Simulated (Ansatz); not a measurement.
Total energies of C$_{4}$H$_{9}$F$_{2}$In (`C[C](C)(C)[In]([F])[F]`).

Z-matrix (Å, degrees):
```
C
C 1 1.522
H 1 1.093 2 112.5
H 1 1.099 2 108.9 3 -118.5
H 1 1.092 2 112.5 3 122.6
C 2 1.521 1 110.8 3 56.4
C 2 1.523 1 110.3 3 179.4
In 2 2.176 1 108.0 3 -63.0
H 6 1.099 2 109.0 1 61.5
H 6 1.092 2 112.4 1 -57.5
H 6 1.092 2 112.5 1 -179.5
H 7 1.093 2 112.5 1 -179.5
H 7 1.099 2 108.8 1 -61.0
H 7 1.093 2 112.5 1 57.8
F 8 1.952 2 125.6 1 -56.8
F 8 1.950 2 128.0 1 123.2
```

The species carries charge 0 and has multiplicity 1. Correlated methods include outer-core shells of In, which these sets cover unevenly. In takes the def2 core potential. The geometry is a stationary point of PBE0-D4/def2-TZVP. Basis def2-TZVPP, Ansatz 0.2.0.

RPA on PBE orbitals: Hartree–Fock energy of these orbitals -544.90496 Eh, correlation -2.33488 Eh (frozen core).

| functional | energy without D4 (Eh) | D4 term (kJ/mol) |
| --- | --- | --- |
| revPBE | -547.80895 | -105.0 |
| BLYP | -547.72693 | -76.7 |
| r2SCAN | -547.77174 | -9.1 |
| B3LYP | -547.95430 | -56.8 |
| HSE06 (plane-wave form) | -547.47084 | -28.2 |
| BHLYP | -547.61870 | -44.4 |
| CAM-B3LYP | -547.71959 | -30.8 |
| LC-ωPBE | -547.70806 | – |
| ωB97M-V | -547.68730 | – |
| PBE-QIDH | -547.24567 | – |

Question: Give the same for LDA (SPW92), PBE, B97M-V, PBE0, r2SCANh, r2SCAN0, ωB97X-V, B2PLYP. (Estimate.)

Answer: Computed: 
```json
{"functional": "LDA (SPW92)", "energy without D4 (Eh)": "-544.79338", "D4 term (kJ/mol)": "–"}
{"functional": "PBE", "energy without D4 (Eh)": "-547.46794", "D4 term (kJ/mol)": "-35.4"}
{"functional": "B97M-V", "energy without D4 (Eh)": "-547.81586", "D4 term (kJ/mol)": "–"}
{"functional": "PBE0", "energy without D4 (Eh)": "-547.49024", "D4 term (kJ/mol)": "-30.2"}
{"functional": "r2SCANh", "energy without D4 (Eh)": "-547.73960", "D4 term (kJ/mol)": "-9.7"}
{"functional": "r2SCAN0", "energy without D4 (Eh)": "-547.69374", "D4 term (kJ/mol)": "-10.7"}
{"functional": "ωB97X-V", "energy without D4 (Eh)": "-547.74961", "D4 term (kJ/mol)": "–"}
{"functional": "B2PLYP", "energy without D4 (Eh)": "-547.40968", "D4 term (kJ/mol)": "–"}
```

B3LYP takes the VWN-RPA correlation (the form of Gaussian; ORCA's B3LYP/G). HSE06 is the plane-wave form, built on full-range PBE exchange. The double hybrids freeze the cores in their second-order part.

LC-ωPBE has ω = 0.4 bohr⁻¹.
